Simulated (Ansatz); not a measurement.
Cost and result up the ladder for Nb₂S₂ (4 atoms). The state is a singlet with charge 0. Geometry: B3LYP-D4/def2-SVP.

Cartesian coordinates in Å:
```
Nb -0.870 1.205 0.140
Nb 1.092 0.800 -0.631
S 0.301 -0.815 1.195
S -0.522 -1.189 -0.705
```

Ansatz on 4 threads of Arm Neoverse V1 on a shared host. Times are rough, and most runs start from the orbitals of an earlier one. No level here is sound enough to serve as a yardstick. Binding counts from free atoms at the same level (Nb sextet, S triplet; other spins of the atoms weren't run), without zero-point energy or a counterpoise term.

In the def2 sets Nb takes a core potential; there is no spin–orbit coupling. HSE06 is defined as in plane-wave codes, on full-range PBE exchange. No other spin state of charge 0 was run. Another isomer (singlet) lies 2.70 eV lower at PBE0-D4/def2-TZVP; other spin states weren't run for this one.

Run but left out: CCSD(T)/def2-TZVPP (restricted singlet, unstable towards broken spin symmetry).

| level | functions | wall time | binding energy per atom (eV) | remarks |
| --- | --- | --- | --- | --- |
| PBE-D4/def2-TZVP (with forces) | 154 | 2.5 s | 3.60 | restricted SCF unstable in HF |
| HSE06-D4/def2-TZVP | 154 | 3.4 s | 3.11 | restricted SCF unstable in HF |
| PBE0-D4/def2-TZVP | 154 | 5.5 s | 3.09 | restricted SCF unstable in HF |
| r2SCAN-D4/def2-TZVP | 154 | 6 s | 3.13 | restricted SCF unstable in HF |
| r2SCANh-D4/def2-TZVP | 154 | 6.5 s | 2.97 | restricted SCF unstable in HF |
